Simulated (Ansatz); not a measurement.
Si6Cl6 prismane (Si₆Cl₆), 12 atoms. Hardware: 4 threads of Arm Neoverse V2 on a shared host.

Correlated methods freeze 60 core orbitals.

How many basis functions does each of these Ansatz runs have, and roughly what does it cost? PBE-D4/def2-SVP, charge 0 singlet, energy, from earlier orbitals; HF/6-31G, charge 0 singlet, energy; PBE0-D4/def2-SVP, charge 1 doublet, energy, from earlier orbitals; r2SCAN-D4/def2-TZVP, charge 0 singlet, energy, from earlier orbitals; r2SCANh-D4/def2-TZVP, charge 0 singlet, energy, from earlier orbitals; MP2/def2-SVP, charge 0 singlet, energy, from earlier orbitals; r2SCAN-D4/def2-SVP, charge 0 triplet at the geometry of the charge 0 singlet, energy, from earlier orbitals; PBE-D4/def2-SVP, charge 1 doublet, energy, from earlier orbitals; PBE-D4/def2-SVP, charge 1 doublet at the geometry of the charge 0 singlet, energy, from earlier orbitals; PBE0-D4/def2-SVP, charge 0 triplet at the geometry of the charge 0 singlet, energy; PBE0-D4/def2-SVP, charge 0 singlet, energy, from earlier orbitals; PBE0-D4/def2-TZVP, charge 0 singlet, energy and forces, from earlier orbitals.

Other jobs shared the machine, so times can vary by a factor of up to 3. A dash marks memory too small to be measured apart from the calling script's.

```
                                                                                                        run  functions  fitting or Cholesky vectors  wall time  peak host memory (GiB)
                                                                         HF/6-31G, charge 0 singlet, energy        156                         1680      3.4 s                       –
                                           PBE-D4/def2-SVP, charge 0 singlet, energy, from earlier orbitals        216                         2346      5.5 s                       –
                                          PBE0-D4/def2-SVP, charge 0 singlet, energy, from earlier orbitals        216                         1944      9.5 s                    0.84
                                              MP2/def2-SVP, charge 0 singlet, energy, from earlier orbitals        216                         1944       10 s                    0.86
                                           PBE-D4/def2-SVP, charge 1 doublet, energy, from earlier orbitals        216                         2346       10 s                       –
                                          PBE0-D4/def2-SVP, charge 1 doublet, energy, from earlier orbitals        216                         1947       15 s                     1.3
                                       r2SCAN-D4/def2-TZVP, charge 0 singlet, energy, from earlier orbitals        444                         3048       28 s                     1.6
                              PBE0-D4/def2-TZVP, charge 0 singlet, energy and forces, from earlier orbitals        444                         2628       44 s                     2.5
                                      r2SCANh-D4/def2-TZVP, charge 0 singlet, energy, from earlier orbitals        444                         2628       55 s                     2.5
   PBE-D4/def2-SVP, charge 1 doublet at the geometry of the charge 0 singlet, energy, from earlier orbitals        216                         2346       81 s                    0.94
                         PBE0-D4/def2-SVP, charge 0 triplet at the geometry of the charge 0 singlet, energy        216                         1944       91 s                     2.1
r2SCAN-D4/def2-SVP, charge 0 triplet at the geometry of the charge 0 singlet, energy, from earlier orbitals        216                         2346      2 min                     1.1
```
